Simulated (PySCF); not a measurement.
Zn(Me) (CH3Zn), SMILES [CH3][Zn+], charge +1. Atoms are numbered in the order given.

```xyz
5

Zn     0.0000     0.0000    -0.4788
C      0.0000     0.0000     1.5097
H     -0.9221     0.5324     1.7682
H      0.9221     0.5324     1.7682
H      0.0000    -1.0647     1.7682
```
Charge +1, spin multiplicity 1.

The structure is a stationary point at PBE-D3(BJ)/def2-TZVP. The spin state was assumed, not searched. The isomer is the one that the SMILES or the coordinates give; other isomers of the formula were not compared.

Level of theory: PySCF with PBE-D3(BJ)/def2-TZVP.

Frequencies are harmonic and unscaled.

Modes within 1.5 cm⁻¹ of each other (mostly degenerate sets) share a row, with their intensities summed.

```json
[
 {"mode": "1", "ν (cm⁻¹)": "464", "IR (km/mol)": "11.7", "moving atoms (share of kinetic energy)": "C 69 %, Zn 19 %, H 12 %"},
 {"mode": "2–3", "ν (cm⁻¹)": "755", "IR (km/mol)": "64.6", "moving atoms (share of kinetic energy)": "H 90 %, C 10 %"},
 {"mode": "4", "ν (cm⁻¹)": "1113", "IR (km/mol)": "56.3", "moving atoms (share of kinetic energy)": "H 85 %, C 14 %"},
 {"mode": "5–6", "ν (cm⁻¹)": "1363", "IR (km/mol)": "8.2", "moving atoms (share of kinetic energy)": "H 94 %"},
 {"mode": "7", "ν (cm⁻¹)": "2994", "IR (km/mol)": "23.9", "moving atoms (share of kinetic energy)": "H 99 %"},
 {"mode": "8–9", "ν (cm⁻¹)": "3138", "IR (km/mol)": "47.8", "moving atoms (share of kinetic energy)": "H 90 %, C 10 %"}
]
```
